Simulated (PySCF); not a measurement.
**CdTe: from constants to spectrum**

TPSS constants of CdTe, ³Π (triplet), unpaired electrons σ ↑, π ↑ (Cd def2-SVP with ECP28, Te def2-SVP with ECP28; scalar-relativistic core potentials (PySCF 2.14); masses 113.9034 and 129.9062 u):

```
ωe              : 131.1 cm⁻¹
ωexe            : 0.662 cm⁻¹
Be              : 0.034788 cm⁻¹
αe              : 0.000182 cm⁻¹
D (centrifugal) : 9.8e-09 cm⁻¹
De to Cd + Te   : 0.69 eV
```

(1) Give the vibrational terms G(v) and spacings up to v = 6.

(2) How well does the Morse estimate ωe²/(4ωexe) reproduce De, and what is D0?

Spin–orbit coupling is left out, which matters for elements this heavy, above all for dissociation energies. The state was picked by a PBE0 search and need not be the measured ground state.

Answers

(1) G(v) = ωe(v+½) − ωexe(v+½)².

```json
{"v": "0", "G(v) (cm⁻¹)": "65.4", "G(v) − G(v−1)": "", "Bv (cm⁻¹)": "0.03470"}
{"v": "1", "G(v) (cm⁻¹)": "195.2", "G(v) − G(v−1)": "129.8", "Bv (cm⁻¹)": "0.03451"}
{"v": "2", "G(v) (cm⁻¹)": "323.6", "G(v) − G(v−1)": "128.5", "Bv (cm⁻¹)": "0.03433"}
{"v": "3", "G(v) (cm⁻¹)": "450.7", "G(v) − G(v−1)": "127.1", "Bv (cm⁻¹)": "0.03415"}
{"v": "4", "G(v) (cm⁻¹)": "576.5", "G(v) − G(v−1)": "125.8", "Bv (cm⁻¹)": "0.03397"}
{"v": "5", "G(v) (cm⁻¹)": "701.0", "G(v) − G(v−1)": "124.5", "Bv (cm⁻¹)": "0.03379"}
{"v": "6", "G(v) (cm⁻¹)": "824.2", "G(v) − G(v−1)": "123.2", "Bv (cm⁻¹)": "0.03360"}
```

(2) It gives 0.80 eV, 117 % of the computed De. D0 = De − G(0) = 0.69 − 0.01 = 0.68 eV.
